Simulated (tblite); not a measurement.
C6H13FOSi2.
Numbering: `[CH2:1]=[CH:2][CH2:3][C@@H:4]1[CH2:5][C@@H:6]([Si@H:7]([F:8])[SiH3:9])[O:10]1` (hydrogens: H11, H12 on C1; H13 on C2; H14, H15 on C3; H16 on C4; H17, H18 on C5; H19 on C6; H20 on Si7; H21, H22, H23 on Si9)

The geometry is computed with GFN2-xTB (gas phase).

Question: Give the optimised bond lengths and angles.

Answer: 
| bond | length (Å) | order |
| --- | --- | --- |
| C1=C2 | 1.319 | double |
| C2–C3 | 1.495 | single |
| C3–C4 | 1.528 | single |
| C4–C5 | 1.531 | single |
| C5–C6 | 1.533 | single |
| C6–Si7 | 1.904 | single |
| Si7–F8 | 1.629 | single |
| Si7–Si9 | 2.304 | single |
| C6–O10 | 1.452 | single |
| C4–O10 | 1.432 | single |
| C1–H11 | 1.078 | single |
| C1–H12 | 1.077 | single |
| C2–H13 | 1.082 | single |
| C3–H14 | 1.091 | single |
| C3–H15 | 1.094 | single |
| C4–H16 | 1.098 | single |
| C5–H17 | 1.087 | single |
| C5–H18 | 1.088 | single |
| C6–H19 | 1.096 | single |
| Si7–H20 | 1.465 | single |
| Si9–H21, Si9–H22, Si9–H23 | 1.466 | single |

Bonds in one row agree within 0.01 Å and their mean is given. Orders are formal, as drawn. A selection of angles:
| angle | degrees |
| --- | --- |
| C1–C2–C3 | 124.5 |
| C2–C3–C4 | 110.7 |
| C3–C4–C5 | 117.1 |
| C3–C4–O10 | 113.1 |
| C5–C4–O10 | 91.8 |
| C4–C5–C6 | 85.1 |
| C5–C6–Si7 | 118.5 |
| C5–C6–O10 | 90.9 |
| Si7–C6–O10 | 107.0 |
| C6–Si7–F8 | 105.0 |
| C6–Si7–Si9 | 111.5 |
| F8–Si7–Si9 | 111.3 |
| C4–O10–C6 | 91.9 |

Torsions: C1–C2–C3–C4 -117° (anticlinal); C2–C3–C4–C5 -72° (synclinal); C3–C4–C5–C6 -121° (anticlinal); C4–C5–C6–Si7 -106° (anticlinal); C5–C6–Si7–F8 -84° (synclinal); C5–C6–O10–C4 -4° (synperiplanar); C3–C4–O10–C6 125° (anticlinal).

Si9 (SiH3 silicon) is tetrahedral (angles from 106.6° to 112.7°). Of the pairs four or more bonds apart, H11···H14 is among the closest relative to their van der Waals radii: 2.43 Å, 101 % of the sum of Bondi's values. O10 (cyclic ether oxygen) is bent (angle 91.9°). The C–C distances run from 1.319 Å (C1=C2, drawn double) to 1.533 Å (C5–C6, drawn single), a spread of 0.214 Å. Si7 (fluorine-bound silicon) is distorted tetrahedral (angles from 100.8° to 119.5°). The 4-membered ring C4–C5–C6–O10 has internal angles of 85.1° to 91.9°; it is almost planar, 0.03 Å rms from its mean plane, widest ring torsion 4°.

Point group: C1 (no symmetry element, even within 0.4 Å). GFN2-xTB frequencies show an imaginary mode (25i cm⁻¹), so the point is no minimum at that level. 3 starts were optimised and ended at 0.00, 0.27 and 1.04 kcal/mol (GFN2-xTB); the lowest of these is shown.
